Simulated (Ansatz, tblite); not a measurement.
Removing an electron: [OsO3N]- (OsNO₃⁻). Total charge -1; singlet. Geometry: PBE0-D4/def2-SVPD. Ansatz, gas phase; energy differences of separate SCF runs; the oxidised species was run as a doublet alone.

```xyz
5

Os   -0.0021   -0.0070   -0.0049
O    -0.2843   -1.3517    1.0692
O    -1.4399    0.3684   -0.9175
O     1.3387   -0.3368   -1.0703
N     0.3876    1.3271    0.9236
```

In the def2 sets Os takes a core potential; there is no spin–orbit coupling. The xTB rows come from tblite. HOMO above LUMO, or a gap near zero within one spin, warns that the state may not be the lowest or that an electron is smeared out.

(1) Estimate orbital energies and vertical ionisation energies at: GFN1-xTB; GFN2-xTB; PBE-D4/def2-TZVPD; r2SCAN-D4/def2-TZVPD; PBE0-D4/def2-TZVPD.

Answers

(1) 
```tsv
level	−HOMO (eV)	vertical IE (eV)	−LUMO (eV)	HOMO–LUMO gap (eV)	remarks
GFN1-xTB	7.20	10.84	3.97	3.23	–
GFN2-xTB	6.75	10.34	4.44	2.31	–
PBE-D4/def2-TZVPD	1.59	4.76	-1.95	3.54	gap within one spin near zero (doublet)
r2SCAN-D4/def2-TZVPD	1.88	4.83	-1.96	3.84	restricted SCF unstable in HF (-1 singlet)
PBE0-D4/def2-TZVPD	3.02	5.01	-2.58	5.61	restricted SCF unstable in HF (-1 singlet)
```

Relaxing the oxidised species (PBE0-D4/def2-SVPD) changes its energy by -0.22 eV at PBE0-D4/def2-TZVPD, so the adiabatic ionisation energy to this nearest minimum is 4.79 eV. At PBE-D4/def2-TZVPD it is 4.62 eV.    Raw xTB energy differences between charge states are shifted by several eV; the methods need an empirical correction for them.
